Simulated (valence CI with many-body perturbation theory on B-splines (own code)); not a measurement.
Sb10+: calculated level list

Calculated by valence CI with perturbative core correlation (CI+MBPT): five valence electrons over a frozen Dirac-Fock core [Kr], radial functions for each j: 7 s, 7 p, 8 d, 6 f, 4 g, 1 h, with the one-electron correlation potential Σ1, the two-electron term Σ2, the three-electron term Σ3, Breit, model QED; selected CI, second order for the rest, scaled by the run's own slope (own B-spline code, finite nucleus).

No measured levels were compared; by estimate terms of the open shell hold to 2 to 4 % of their energy, and close levels can change places. Core correlation moves these levels by up to 9500 cm⁻¹, and in measured spectra 5 to 20 % of such shifts remained as error; rates that hang on mixing are uncertain with them. Among the levels kept, up to 560 cm⁻¹ of a level comes from second order outside the variational space, and about a tenth of that is noise between levels of different J, which matters for small intervals. The list stops below the first excitations out of the core. Only levels of the ground parity were solved; by the run's estimate the other parity begins above the list, which can be wrong where configurations are misplaced.

Levels 1 to 37 of 37, with energies above the lowest level, 4d⁵ ⁶S_5/2. "Leading %" is the weight of the configuration and term that name the level; weights of strongly mixed levels are sums over their largest components and can fall short.

```csv
No.,Configuration,Term,J,E (cm⁻¹),Leading %,Second component,g
1,4d⁵,⁶S,5/2,0.0,93,6 % 4d⁵ ⁴P,1.975
2,4d⁵,⁴G,5/2,33779,48,14 % 4d⁵ ²F,0.913
3,4d⁵,⁴G,7/2,37669,81,7 % 4d⁵ ²F,1.033
4,4d⁵,⁴G,11/2,38560,89,8 % 4d⁵ ²H,1.252
5,4d⁵,⁴G,9/2,39366,92,,1.171
6,4d⁵,⁴G,5/2,39605,35,29 % 4d⁵ ⁴D,1.147
7,4d⁵,⁴D,3/2,40493,48,44 % 4d⁵ ⁴P,1.405
8,4d⁵,⁴P,1/2,44090,58,38 % 4d⁵ ⁴D,1.631
9,4d⁵,⁴D,7/2,46860,81,11 % 4d⁵ ⁴G,1.364
10,4d⁵,⁴D,5/2,51443,43,23 % 4d⁵ ⁴P,1.355
11,4d⁵,⁴D,1/2,52059,61,36 % 4d⁵ ⁴P,1.004
12,4d⁵,⁴P,3/2,54068,48,44 % 4d⁵ ⁴D,1.420
13,4d⁵,²I,11/2,54735,81,13 % 4d⁵ ²H,0.963
14,4d⁵,²I,13/2,58330,99,,1.076
15,4d⁵,²F,7/2,60359,40,36 % 4d⁵ ⁴F,1.129
16,4d⁵,²G,9/2,61274,44,40 % 4d⁵ ⁴F,1.186
17,4d⁵,⁴F,3/2,61435,50,44 % 4d⁵ ²D,0.637
18,4d⁵,²F,5/2,61850,29,20 % 4d⁵ ²D,1.084
19,4d⁵,⁴F,5/2,66994,49,29 % 4d⁵ ²F,1.052
20,4d⁵,²H,9/2,69657,51,40 % 4d⁵ ⁴F,1.096
21,4d⁵,²G,7/2,70942,45,26 % 4d⁵ ²F,1.054
22,4d⁵,²D,3/2,72727,51,43 % 4d⁵ ⁴F,0.660
23,4d⁵,²F,7/2,74286,56,30 % 4d⁵ ²G,1.079
24,4d⁵,²F,5/2,74990,65,16 % 4d⁵ ²D,0.959
25,4d⁵,²H,11/2,78356,78,16 % 4d⁵ ²I,1.070
26,4d⁵,²F,7/2,79121,62,27 % 4d⁵ ⁴F,1.145
27,4d⁵,²G,9/2,79949,46,36 % 4d⁵ ²H,1.070
28,4d⁵,²S,1/2,82598,90,5 % 4d⁵ ⁴P,1.976
29,4d⁵,²F,5/2,84793,42,42 % 4d⁵ ²D,1.040
30,4d⁵,²D,3/2,92839,95,,0.810
31,4d⁵,²D,5/2,96987,81,13 % 4d⁵ ²F,1.159
32,4d⁵,²G,9/2,102040,98,,1.111
33,4d⁵,²G,7/2,103960,92,6 % 4d⁵ ²F,0.905
34,4d⁵,²P,3/2,119390,88,10 % 4d⁵ ²D,1.275
35,4d⁵,²P,1/2,122930,94,4 % 4d⁵ ²S,0.721
36,4d⁵,²D,5/2,134780,97,,1.198
37,4d⁵,²D,3/2,137180,87,10 % 4d⁵ ²P,0.852
```

Names give the largest LS component (configuration and term), which can be under half, so a name can repeat, a term be missing and a line seem to break the LS rules; names also repeat where a configuration has a term twice.

The ionisation energy to 4d⁴ ⁵D0 of the next ion comes out as 214.52 eV (NIST: 214 ± 2.4 eV (theoretical)). All 37 levels together are meant to be complete up to 429080 cm⁻¹.
